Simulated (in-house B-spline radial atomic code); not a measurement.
Radial electron density of Cr2+, [Ne] 3s2 (3p1/2)2 (3p3/2)3 (3d3/2)2 (3d5/2)2 (7g9/2)1. Method: Dirac-Hartree-Fock, average of the jj configuration, Fermi nucleus of rms radius 3.6452 fm. Calculated with an all-electron radial atomic-structure program (B-spline basis).

Columns: r (bohr), 4πr²n(r) (electrons per bohr), bar.

```
  0.0028   0.8801 #
 0.00357    1.369 ##
 0.00455    2.105 ###
  0.0058    3.198 #####
 0.00739    4.775 #######
 0.00941    6.976 ##########
   0.012    9.949 ##############
  0.0153    13.71 ###################
  0.0195    18.11 ##########################
  0.0248    22.62 ################################
  0.0316     26.5 #####################################
  0.0403    28.65 #########################################
  0.0514    28.26 ########################################
  0.0655    25.62 ####################################
  0.0834    22.61 ################################
   0.106    21.94 ###############################
   0.136    25.18 ####################################
   0.173    29.88 ##########################################
    0.22    31.11 ############################################
    0.28     25.7 ####################################
   0.357    16.58 #######################
   0.455    10.73 ###############
    0.58    10.92 ###############
    0.74    12.78 ##################
   0.943    11.36 ################
     1.2    7.116 ##########
    1.53    3.145 ####
    1.95    1.006 #
    2.49   0.2313 
    3.17  0.03969 
    4.04  0.01566 
    5.14  0.02739 
    6.56  0.02807 
    8.36 0.002866 
    10.6  0.01799 
    13.6  0.03431 
    17.3 0.001944 
      22  0.07259 
    28.1  0.04477 
    35.8 0.003784 
    45.6 4.076e-05 
    58.1 3.765e-08 
    74.1 1.578e-12
```

On this grid the curve has 6 maxima, near 0.0403, 0.22, 0.74, 6.56, 13.6, 22 bohr.

The 7g9/2 radial function P(r) = rR(r), positive near the nucleus, with its small component Q(r) (sign convention: Q ≈ (P' + κP/r)/2c):

```tsv
r (bohr)	P	Q
0.74	0.0002985	-1.595e-06
1.2	0.001958	-6.709e-06
1.95	0.01233	-3.147e-05
3.17	0.06111	-0.0001521
5.14	0.1651	-0.0004686
8.36	0.05353	-0.0004325
13.6	-0.1852	0.0003622
22	0.2694	-0.0001606
35.8	0.06151	-7.609e-05
```
